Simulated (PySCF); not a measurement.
## Multinuclear NMR of C$_{8}$H$_{15}$N

Molfile (atoms numbered from 1):
```
C8H15N
     RDKit          3D

 24 25  0  0  0  0  0  0  0  0999 V2000
   -2.6387   -0.1146   -0.3991 N   0  0  0  0  0  0  0  0  0  0  0  0
   -1.2174    0.0907   -0.6500 C   0  0  2  0  0  0  0  0  0  0  0  0
   -0.4972   -1.2750   -0.6584 C   0  0  0  0  0  0  0  0  0  0  0  0
    0.4910   -1.2301    0.5144 C   0  0  1  0  0  0  0  0  0  0  0  0
    1.8372   -0.6268    0.1065 C   0  0  0  0  0  0  0  0  0  0  0  0
    1.6529    0.7086   -0.6131 C   0  0  0  0  0  0  0  0  0  0  0  0
    0.6670    1.6154    0.1233 C   0  0  0  0  0  0  0  0  0  0  0  0
   -0.5927    0.8511    0.5343 C   0  0  2  0  0  0  0  0  0  0  0  0
   -0.2042   -0.2786    1.4834 C   0  0  0  0  0  0  0  0  0  0  0  0
   -3.0549   -0.6484   -1.1548 H   0  0  0  0  0  0  0  0  0  0  0  0
   -3.1216    0.7764   -0.3497 H   0  0  0  0  0  0  0  0  0  0  0  0
   -1.0426    0.6384   -1.5928 H   0  0  0  0  0  0  0  0  0  0  0  0
    0.0013   -1.4771   -1.6057 H   0  0  0  0  0  0  0  0  0  0  0  0
   -1.2365   -2.0573   -0.4869 H   0  0  0  0  0  0  0  0  0  0  0  0
    0.6539   -2.2222    0.9429 H   0  0  0  0  0  0  0  0  0  0  0  0
    2.3777   -1.3180   -0.5447 H   0  0  0  0  0  0  0  0  0  0  0  0
    2.4406   -0.4806    1.0055 H   0  0  0  0  0  0  0  0  0  0  0  0
    1.2854    0.5246   -1.6237 H   0  0  0  0  0  0  0  0  0  0  0  0
    2.6175    1.2131   -0.7078 H   0  0  0  0  0  0  0  0  0  0  0  0
    0.4047    2.4621   -0.5165 H   0  0  0  0  0  0  0  0  0  0  0  0
    1.1368    2.0163    1.0246 H   0  0  0  0  0  0  0  0  0  0  0  0
   -1.3150    1.5392    0.9802 H   0  0  0  0  0  0  0  0  0  0  0  0
    0.4423    0.0522    2.2952 H   0  0  0  0  0  0  0  0  0  0  0  0
   -1.0992   -0.7397    1.9004 H   0  0  0  0  0  0  0  0  0  0  0  0
  1  2  1  0
  2  3  1  0
  3  4  1  0
  4  5  1  0
  5  6  1  0
  6  7  1  0
  7  8  1  0
  8  9  1  0
  8  2  1  0
  9  4  1  0
  1 10  1  0
  1 11  1  0
  2 12  1  6
  3 13  1  0
  3 14  1  0
  4 15  1  1
  5 16  1  0
  5 17  1  0
  6 18  1  0
  6 19  1  0
  7 20  1  0
  7 21  1  0
  8 22  1  1
  9 23  1  0
  9 24  1  0
M  END
```

[PySCF: GFN2-xTB structure; σ from GIAO-PBE0/pcSseg-1; no relativistic terms; no solvent model; equivalent nuclei averaged; one conformer]

What are the 15N shifts?

Results:


| atoms | environment | σ (ppm) | δ (ppm) |
| --- | --- | --- | --- |
| N1 | amine nitrogen | 209.2 | -340.8 |

Shieldings were converted by a linear fit to measured shifts: 15N: δ = -148.07 − 0.921σ (rms 6.3 ppm, 71 shifts vs CH3NO2, solution or neat liquid). Occasional misses reach two or three times the rms, and more in compound classes unlike the fitted ones.

On a 600 MHz spectrometer 15N resonates near 60.8 MHz, so 1 ppm is 60.8 Hz.
